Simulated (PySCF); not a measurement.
s to d promotion along the 4d series

All values are computed (PySCF 2.14, energy differences of UHF-based or UKS calculations, no spin-orbit coupling). Basis: aug-cc-pVTZ-DK, spin-free X2C. Energy of d^(n+1) s¹ above d^n s² in eV (negative where d^(n+1) s¹ lies lower), between high-spin terms; measured values are centres of gravity of the terms (NIST).

```csv
element,terms,UHF,LDA,PBE,r2SCAN,PBE0,CCSD(T) (valence),measured
Zr,4d2 5s2 (3F) → 4d3 5s1 (5F),0.013,0.061,-0.104,-0.410,-0.058,0.677,0.588
Nb,4d3 5s2 (4F) → 4d4 5s1 (6D),-0.722,-0.770,-0.873,-1.017,-0.832,-0.134,-0.184
Tc,4d5 5s2 (6S) → 4d6 5s1 (6D),0.713,-0.063,-0.231,-0.142,-0.092,0.556,0.406
Rh,4d7 5s2 (4F) → 4d8 5s1 (4F),-1.298,-1.959,-1.976,-1.951,-1.915,-1.542,n/a
```

Task: Estimate the missing row, Mo.

Result: The calculation gives UHF -2.181; LDA -1.939; PBE -2.066; r2SCAN -2.382; PBE0 -2.126; CCSD(T) (valence) -1.558.

Task: Which way does each method err?

Result: Mean (and mean absolute) errors over the 3 elements with all values: UHF -0.27 (0.47) eV; LDA -0.53 (0.53) eV; PBE -0.67 (0.67) eV; r2SCAN -0.79 (0.79) eV; PBE0 -0.60 (0.60) eV; CCSD(T) (valence) 0.10 (0.10) eV. A negative mean favours the extra d electron, a positive one the s² configuration.
